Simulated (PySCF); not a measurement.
Isomers of C7H7ClS, mass 157.996 u with the commonest isotopes. The calculation used PBE0/def2-SVPD in PySCF (dipole) on a GFN2-xTB geometry, gas phase. One conformer each, none proved a minimum here; rigid rotors.

**Question.** Order these by dipole moment, largest first.
A. `[Cl:1][c:2]1[s:3][cH:4][cH:5][c:6]1[CH:7]1[CH2:8][CH2:9]1` with C5–C6–C7–C8 -102°
B. `[CH3:1][S:2][c:3]1[cH:4][cH:5][cH:6][c:7]([Cl:8])[cH:9]1` with C1–S2–C3–C4 180° (3-chlorothioanisole)
C. `[CH:1]#[C:2][C@@H:3]1[CH2:4][CH2:5][C@@H:6]([Cl:7])[C:8]1=[S:9]` with C2–C3–C4–C5 -87°, C3–C4–C5–C6 -39°, C4–C5–C6–Cl7 -81°, C5–C6–C8–S9 163°
D. `[CH2:1]=[CH:2][c:3]1[s:4][cH:5][c:6]([CH3:7])[c:8]1[Cl:9]` with C1–C2–C3–S4 0°

**Answer.** C (2.98 D), A (1.75 D), D (1.12 D), B (0.99 D).

**Question.** Order these by rotational constant A, smallest first.
A. `[CH3:1][S:2][c:3]1[cH:4][cH:5][cH:6][c:7]([Cl:8])[cH:9]1` with C1–S2–C3–C4 180°
B. `[CH:1]#[C:2][C@@H:3]1[CH2:4][CH2:5][C@@H:6]([Cl:7])[C:8]1=[S:9]` with C2–C3–C4–C5 -87°, C3–C4–C5–C6 -39°, C4–C5–C6–Cl7 -81°, C5–C6–C8–S9 163°
C. `[CH2:1]=[CH:2][c:3]1[s:4][cH:5][c:6]([CH3:7])[c:8]1[Cl:9]` with C1–C2–C3–S4 0°
D. `[Cl:1][c:2]1[s:3][cH:4][cH:5][c:6]1[CH:7]1[CH2:8][CH2:9]1` with C5–C6–C7–C8 -102°

**Answer.** C (1608 MHz), D (1695 MHz), B (1735 MHz), A (2003 MHz).

**Question.** Order these by rotational constant C, largest first.
A. `[CH3:1][S:2][c:3]1[cH:4][cH:5][cH:6][c:7]([Cl:8])[cH:9]1` with C1–S2–C3–C4 180°
B. `[Cl:1][c:2]1[s:3][cH:4][cH:5][c:6]1[CH:7]1[CH2:8][CH2:9]1` with C5–C6–C7–C8 -102°
C. `[CH:1]#[C:2][C@@H:3]1[CH2:4][CH2:5][C@@H:6]([Cl:7])[C:8]1=[S:9]` with C2–C3–C4–C5 -87°, C3–C4–C5–C6 -39°, C4–C5–C6–Cl7 -81°, C5–C6–C8–S9 163°
D. `[CH2:1]=[CH:2][c:3]1[s:4][cH:5][c:6]([CH3:7])[c:8]1[Cl:9]` with C1–C2–C3–S4 0°

**Answer.** C (710.5 MHz), B (681.8 MHz), D (660.4 MHz), A (547.4 MHz).

```json
{"SMILES": "Clc1sccc1C1CC1", "point group": "C1", "Ia (u·Å²)": "298.11", "Ib (u·Å²)": "476.55", "Ic (u·Å²)": "741.28", "κ": "-0.25", "μa (D)": "0.96", "μb (D)": "1.46", "μc (D)": "0.07"}
{"SMILES": "C#C[C@@H]1CC[C@@H](Cl)C1=S", "point group": "C1", "Ia (u·Å²)": "291.35", "Ib (u·Å²)": "502.28", "Ic (u·Å²)": "711.29", "κ": "-0.42", "μa (D)": "1.05", "μb (D)": "2.72", "μc (D)": "0.64"}
{"SMILES": "CSc1cccc(Cl)c1", "point group": "Cs", "Ia (u·Å²)": "252.27", "Ib (u·Å²)": "674.19", "Ic (u·Å²)": "923.21", "κ": "-0.72", "μa (D)": "0.97", "μb (D)": "0.23", "μc (D)": "0.01"}
{"SMILES": "C=Cc1scc(C)c1Cl", "point group": "Cs", "Ia (u·Å²)": "314.27", "Ib (u·Å²)": "454.06", "Ic (u·Å²)": "765.20", "κ": "-0.04", "μa (D)": "0.34", "μb (D)": "1.07", "μc (D)": "0.00"}
```
